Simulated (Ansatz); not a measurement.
C2F6NO4S2− (`O=S(=O)([N-]S(=O)(=O)C(F)(F)F)C(F)(F)F`). Charge -1, multiplicity 1.

| atom | x (Å) | y (Å) | z (Å) |
| --- | --- | --- | --- |
| O1 | 0.0270 | -0.3228 | 1.9627 |
| S2 | 0.1100 | -1.1545 | 0.7989 |
| O3 | 0.9713 | -2.3000 | 0.8255 |
| N4 | 0.2777 | -0.4238 | -0.5849 |
| S5 | -0.0613 | 1.0801 | -0.9010 |
| O6 | -0.9571 | 1.7435 | -0.0008 |
| O7 | -0.2661 | 1.2222 | -2.3127 |
| C8 | 1.5685 | 1.9134 | -0.6200 |
| F9 | 2.5153 | 1.4081 | -1.4093 |
| F10 | 1.4590 | 3.2167 | -0.8948 |
| F11 | 1.9711 | 1.7908 | 0.6404 |
| C12 | -1.5806 | -1.8949 | 0.6453 |
| F13 | -2.5146 | -0.9601 | 0.5056 |
| F14 | -1.6577 | -2.7181 | -0.3993 |
| F15 | -1.8625 | -2.6008 | 1.7445 |

Q: Give the diagnostics of a CCSD(T)/def2-TZVPPD run (frozen core, Ansatz 0.2.0). (Estimate.)

A: The calculation gave: T1 = 0.0158, largest single amplitude 0.023, largest double 0.011, (T) share of the correlation energy 4.0 %, 11 CCSD cycles. The RHF solution is stable towards an unrestricted one. T1 lies under the customary mark of 0.02 for closed shells.
